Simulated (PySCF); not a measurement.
Gas-phase reaction: HfCl3OH + HCl → HfCl4.H2O. Level: M06-2X/def2-TZVP†; standard pressure 1 bar.

Method: PySCF energies plus ideal-gas RRHO corrections (1 bar). † marks an energy on the PBE0/def2-TZVP geometry and frequencies. All species are closed-shell singlets. Hf: scalar-relativistic def2 core potential, no spin-orbit coupling. Adducts (HfCl4.H2O) have no counterpoise correction, and HF, PBE, BLYP, B3LYP and PBE0 lack dispersion. HfCl3OH, HfCl4.H2O: computed as isolated molecules; such fragments, hydroxides, amides, oligomers or adducts are transient or little studied in the gas. The harmonic model lacks anharmonicity and excited electronic states, which grow with temperature; levels with a mode under 35 cm⁻¹ are left out. Soft modes under 120 cm⁻¹ make the harmonic entropy rough for HfCl3OH, HfCl4.H2O.

```csv
T (K),1000/T (1/K),log10 K
500,2.0000,2.26
600,1.6667,0.78
800,1.2500,?
1000,1.0000,-2.12
1200,0.8333,-2.82
1400,0.7143,-3.31
```

**Question.** Fit log10 K = a + b·(1000/T) to the five rows, get the mean ΔH° and ΔS°, and predict log10 K at 800 K.

**Answer.** Means: 1000/T = 1.2429, log10 K = -1.042. Sums of products about the means: Sxy = 5.46109, Sxx = 1.258997, so b = Sxy/Sxx = 4.34 and a = -1.042 − (4.34)×1.2429 = -6.44.
ΔH° = −R ln 10 × 1000 K × b = −19.145 × (4.34) = -83 kJ; ΔS° = R ln 10 × a = -123 J/K. The run's own values go from -85 kJ and -127 J/K at 500 K to -78 kJ and -119 J/K at 1400 K.
Prediction at 800 K: -6.44 + (4.34)×1.2500 = -1.02. The computed value is -1.04, 0.02 from the line.
For scale, ΔH°(298 K) is -86 kJ at this level, -77 kJ at ωB97M-V/def2-TZVP†, and runs from -94 to -42 kJ over the 16 levels computed.
